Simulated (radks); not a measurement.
Values are calculated unless marked as measured or tabulated.
Task: These are the eigenvalues of the occupied orbitals of an atom or ion with whole-number occupations (eV). Level of theory: Dirac Kohn-Sham, PBEsol, spin-unpolarised, spherical densities, finite nucleus; Fermi nuclear charge, rms radius of each element as measured or else 0.836 A^(1/3) + 0.57 fm (a radial shooting solver on a logarithmic mesh with Libxc functionals).

orbital  eigenvalue
1s1/2     -19811.46
2s1/2     -2807.555
2p1/2     -2584.225
2p3/2     -2477.771
3s1/2     -487.1363
3p1/2     -402.1629
3p3/2     -384.6280
3d3/2     -234.2705
3d5/2     -230.9491
4s1/2      -75.5387
4p1/2      -51.3024
4p3/2      -48.7730
4d3/2      -14.0295
4d5/2      -13.7866
5p1/2       -7.4960
5p3/2       -7.2784

Which element is it, and in what charge state? The configuration may be excited. Open shells, if any, are shared by 2j + 1.

Result: Z = 42, molybdenum, charge +1: Mo+ in [Kr] 4d4 5p1. The list shows which subshells hold electrons but not how many an open one holds; the 1s level, -728.06 hartree, gives Z - s = 38.2 by -(Z - s)^2/2, which with screening and relativity narrows Z to a few neighbours, and the depths of the outer levels then fix element, charge and occupations together.
